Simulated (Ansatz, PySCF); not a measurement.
Cl3H4NSi2, SMILES N([SiH3])[Si](Cl)(Cl)Cl. Atoms are numbered in the order given.

```xyz
10

Si    -2.4932     0.0750     1.0816
N     -0.9840     0.8359     0.6094
Si     0.4091     0.0831    -0.0133
Cl     1.1683    -1.3103     1.2835
Cl     1.8161     1.5326    -0.3472
Cl     0.0261    -0.9029    -1.7686
H     -2.3296    -1.3813     0.8186
H     -3.6322     0.6169     0.2834
H     -2.7758     0.3069     2.5288
H     -0.9063     1.8448     0.7115
```
Charge 0, spin multiplicity 1.

Geometry optimised at PBE0-D3(BJ)/def2-SVP. One conformer was computed; it need not be the lowest.

Two levels are set side by side: PBE-D3(BJ)/def2-SVP (Ansatz, a program for electronic structure) and PBE0-D3(BJ)/def2-SVP (Ansatz). Each level has its own optimised geometry; the coordinates shown are those of the second. Frequencies come from the Hessian of PySCF at each geometry. Differences are taken from unrounded values.

```
quantity                            PBE0-D3(BJ)  PBE-D3(BJ)  PBE-D3(BJ) minus PBE0-D3(BJ)
----------------------------------  -----------  ----------  ----------------------------
mean bond length (Å)                      1.677       1.690                         0.013
bond Si1–N2 (Å)                           1.755       1.767                         0.012
bond N2–Si3 (Å)                           1.702       1.716                         0.014
bond Si3–Cl4 (Å)                          2.049       2.066                         0.016
bond Si3–Cl5 (Å)                          2.048       2.064                         0.016
bond Si3–Cl6 (Å)                          2.049       2.066                         0.016
bond Si1–H7 (Å)                           1.489       1.499                         0.010
bond Si1–H8 (Å)                           1.493       1.504                         0.011
bond Si1–H9 (Å)                           1.493       1.504                         0.011
bond N2–H10 (Å)                           1.017       1.025                         0.008
highest harmonic wavenumber (cm⁻¹)         3624        3512                          -112
mean harmonic wavenumber (cm⁻¹)             868         837                           -31
zero-point energy (kcal/mol)              29.79       28.73                         -1.06
```

Exact exchange shortens and stiffens bonds; PBE has none. Differences between two approximate levels are no errors against the true value.
